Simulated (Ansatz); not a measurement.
# Worked example: the step energy

An elementary step of BSiNH$_{5}$F, closed shell (BSiNH₅F ([NH2][B]([F])[SiH3]) → BNHF ([NH][B][F]) + SiH₂ + H₂; B–Si, Si–H, N–H broken or loosened, Si–H, H–H formed or tightened). “Start” and “end” are the PBE0-D4/def2-TZVP structures reached by relaxing down either side of its saddle point, with the molecules still in contact.

Computed with Ansatz 0.2.0 (basis: def2-TZVPP and def2-QZVPP); correlated methods freeze the cores.

Energies in eV:

| quantity | end | start |
| --- | --- | --- |
| Hartree–Fock, triple zeta (X = 3) | -12801.35728 | -12805.80058 |
| Hartree–Fock, quadruple zeta (X = 4) | -12801.84105 | -12806.27088 |
| MP2 correlation, X = 3 | -19.05842 | -18.68934 |
| MP2 correlation, X = 4 | -20.56445 | -20.19601 |
| CCSD(T) correlation, X = 3 | -20.74375 | -20.36515 |

Work out the step energy at the basis limit: extrapolate Hartree–Fock as E(X) = E∞ + A exp(−7.88 √X) and the MP2 correlation as E(X) = E∞ + B X^−2.97 (the exponents that Neese and Valeev fitted for def2-TZVPP and QZVPP), then add CCSD(T) − MP2 in triple zeta.

Each step is linear, so take the differences first (end − start): Hartree–Fock 4.44330 (X = 3) and 4.42983 (X = 4); MP2 correlation -0.36908 and -0.36844; CCSD(T) correlation -0.37860.
Two points give E∞ = E(4) + w [E(4) − E(3)], with w = 1/(exp(7.88 (2 − √3)) − 1) = 0.1377 for Hartree–Fock and w = 1/((4/3)^2.97 − 1) = 0.7407 for the correlation.
Hartree–Fock: 4.42983 + 0.1377 × (-0.01347) = 4.4280 eV.
MP2 correlation: -0.36844 + 0.7407 × 0.00064 = -0.3680 eV.
CCSD(T) − MP2: -0.37860 − (-0.36908) = -0.0095 eV.
Sum: 4.4280 + (-0.3680) + (-0.0095) = 4.0505 eV, or 93.41 kcal/mol. Plain CCSD(T) in triple zeta gives 4.0647 eV, so the larger basis shifts the result by -0.0142 eV.

The T1 diagnostic stays at or below 0.015.

Labels in which every atom is bracketed show which atoms are joined, not bond orders.

For scale, one of the runs: CCSD(T)/def2-TZVPP, 205 basis functions (an equivalent command: `ansatz run in.yaml --threads 4`). Time: 43 s of wall clock on 4 CPU threads; the host was shared. Peak host memory: 2.7 GiB.
